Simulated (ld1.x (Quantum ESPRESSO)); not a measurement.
# Configuration tests for Pt (TM)

ld1.x (Quantum ESPRESSO) 7.5 input, shortened:

```
&input
   title='Pt', zed=78., rel=1, dft='PZ', iswitch=3,
   config='[Xe] 4f14 5d9 6s0 6p0'
 /
 &inputp
   pseudotype=2, tm=.true., lloc=-1, rcloc=2.05,
   nlcc=.true.
 /
3
6S  1  0   0.00   0.00  2.05  2.05  0.0
6P  2  1   0.00   0.00  2.20  2.20  0.0
5D  3  2   9.00   0.00  1.75  1.75  0.0
 &test
   configts(1)='5d9 6s0 6p0'
 /
```

Energies are relative to the spin-unpolarised reference configuration 5d9 6s0 6p0; without spin polarisation the order of configurations can differ from experiment. Spin-polarised rows fill each open shell by Hund’s rule, majority spin first. The frozen-core shift is the all-electron ΔE with the core orbitals held at their reference shape minus the fully relaxed ΔE.

Give the all-electron excitation energy and the error of the potential for: 5d9 6s1 6p0; 5d8 6s0 6p0; 5d7 6s0 6p0; 5d9.5 6s0.5 6p0; 5d8 6s2 6p0; 5d9 6s0 6p1; 5d8 6s1 6p1; 5d9 6s0 6p0 (spin-polarised); 5d9 6s1 6p0 (spin-polarised).

| valence configuration | charge | ΔE all-electron (eV) | error AE − PS (meV) | frozen-core shift (meV) |
| --- | --- | --- | --- | --- |
| 5d9 6s1 6p0 | 0 | -9.545 | -8.4 | -2.1 |
| 5d8 6s0 6p0 | +2 | 20.259 | -41 | +36 |
| 5d7 6s0 6p0 | +3 | 52.771 | -233 | +214 |
| 5d9.5 6s0.5 6p0 | 0 | -9.631 | -4.8 | +1.9 |
| 5d8 6s2 6p0 | 0 | -8.614 | -96 | +20 |
| 5d9 6s0 6p1 | 0 | -4.360 | +1.6 | -1.6 |
| 5d8 6s1 6p1 | 0 | -2.949 | -79 | +23 |
| 5d9 6s0 6p0 (spin-polarised) | +1 | -0.129 | +2.8 | +1.0 |
| 5d9 6s1 6p0 (spin-polarised) | 0 | -9.924 | +0.1 | -0.7 |

Levels in the configuration 5d8 6s2 6p0:

| level | all-electron (eV) | pseudo (eV) |
| --- | --- | --- |
| 5d | -8.254 | -8.386 |
| 6s | -6.782 | -6.745 |

These tests converged, but a pseudo level misses the all-electron one widely, so the file describes the atom poorly there or has found another state: 5d7 6s0 6p0: empty 6s by 4.7 eV. A variational frozen-core shift is positive and of second order in the change. This column holds negative values, so the frozen-core run of ld1.x carries numerical noise or an error of first order here, and the column gives no more than the rough size of the effect.

Note: ghost state, extra bound levels that the all-electron valence spectrum of the same l lacks: s at -23.4 eV. A true bound ghost makes a file unfit for plane-wave use.
